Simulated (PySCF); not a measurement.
# Input and output

[Pb(OH)3]− (singlet). PySCF 2.14.0, RKS CAM-B3LYP, Pb def2-SVP with ECP60, O def2-SVP, H def2-SVP; non-relativistic Hamiltonian with scalar-relativistic core potentials where named; density fitting; no spin-orbit coupling. Purpose: singlet excitations, Tamm-Dancoff CAM-B3LYP.

```python
mol = gto.M(atom='''
Pb     0.47876    -1.42122     0.01615
O     -0.70032    -0.00399     1.24733
H      0.06535     0.59251     1.39969
O     -0.00999    -0.13900    -1.72616
H     -0.53804     0.49038    -1.18750
O      2.21749    -0.08668     0.34707
H      1.99853     0.47986    -0.42548''',
    basis={'Pb': 'def2-SVP', 'O': 'def2-SVP', 'H': 'def2-SVP'},
    ecp={'Pb': 'def2-SVP'},
    charge=-1, spin=0)
mf = dft.RKS(mol, xc='CAMB3LYP')
mf.grids.atom_grid = (50, 194)
mf = mf.density_fit()  # fitting sets: Pb def2-universal-JKFIT, O def2-universal-JKFIT, H def2-universal-JKFIT
mf.conv_tol = 1e-08; mf.max_cycle = 55
mf.kernel(dm0)  # dm0: converged density of the relaxed state
td = mf.TDA(); td.nstates = 8; td.kernel()
```

Run from Python with OMP_NUM_THREADS=2; the lines above give its settings. Where DIIS fails, smearing, a level shift and second-order steps follow.
It took 26 s on 2 threads of Arm Neoverse V1, with other jobs on the host, from an already converged density.

Q: Where do the frontier levels lie, over both spins?

A: HOMO -2.75 eV, LUMO 5.80 eV. 

Q: What does the SCF print?

A: 
```
init E= -420.131648446819
cycle= 1 E= -420.135908256382  delta_E= -0.00426  |g|= 0.0676  |ddm|= 0.213
cycle= 2 E= -420.135196486782  delta_E= 0.000712  |g|= 0.0925  |ddm|= 0.116
cycle= 3 E= -420.136856162373  delta_E= -0.00166  |g|= 0.00512  |ddm|= 0.0692
cycle= 4 E= -420.136865635249  delta_E= -9.47e-06  |g|= 0.00094  |ddm|= 0.00861
cycle= 5 E= -420.136866074882  delta_E= -4.4e-07  |g|= 0.000164  |ddm|= 0.00207
cycle= 6 E= -420.136866097351  delta_E= -2.25e-08  |g|= 7.17e-05  |ddm|= 0.000557
cycle= 7 E= -420.136866099207  delta_E= -1.86e-09  |g|= 5.28e-05  |ddm|= 0.000161
Extra cycle  E= -420.136866098449  delta_E= 7.58e-10  |g|= 8.55e-05  |ddm|= 0.000102
converged SCF energy = -420.136866098449
```

Q: What are the Mulliken charges and spins?

A: 
```csv
atom,charge (e),spin (e)
Pb1,0.469,0.000
O2,-0.604,0.000
H3,0.114,0.000
O4,-0.603,0.000
H5,0.114,0.000
O6,-0.604,0.000
H7,0.114,0.000
```

Q: Which singlet excitations follow (Tamm-Dancoff, 8 states)?

A: 
| state | eV | oscillator strength |
| --- | --- | --- |
| 1 | 5.51 | 0.0575 |
| 2 | 5.53 | 0.0568 |
| 3 | 5.74 | 0.0003 |
| 4 | 5.86 | 0.0078 |
| 5 | 5.93 | 0.0401 |
| 6 | 5.94 | 0.0412 |
| 7 | 6.32 | 0.1654 |
| 8 | 6.52 | 0.0481 |
For an anion in a basis without diffuse functions, states above the detachment energy aren't bound: they are resonances at best, or continuum confined by the basis.

The geometry was relaxed with TPSS (Pb def2-SVP with ECP60, O def2-SVP, H def2-SVP).
